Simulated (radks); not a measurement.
Results of a calculation; reference values are marked as such.
Species: B4+. Configuration: 1s1.

Code: a radial shooting solver on a logarithmic mesh with Libxc functionals. Model: non-relativistic Kohn-Sham, exchange-only PBE, spin-polarised, spherical densities, point nucleus; open shells are filled with parallel spins first.

Energy parts (eV):
| part | energy |
|---|---|
| total | -339.272 |
| kinetic | 339.272 |
| electron-nucleus | -679.392 |
| Hartree | 42.342 |
| exchange | -41.494 |

Orbitals (lengths in bohr, moments of r in powers of bohr; <r^-3> diverges for s and p1/2; r(max) is where P^2 peaks):
[
 {"orbital": "1s up", "occ.": "1", "eigenvalue (eV)": "-308.3045", "<r>": "0.3018", "<r^-3>": "-", "<r^4>": "0.03773", "r(max)": "0.1993"}
]

The highest occupied level is 1s up at -308.30 eV. Spin moment in Bohr magnetons: 1. For comparison, the ionisation energy in NIST's Atomic Spectra Database is 340.23 eV (theoretical). In exact Kohn-Sham theory the highest level is minus the ionisation energy, but local and semilocal functionals leave it too shallow, through self-interaction and a potential that decays too fast; potentials with the right tail come closer.
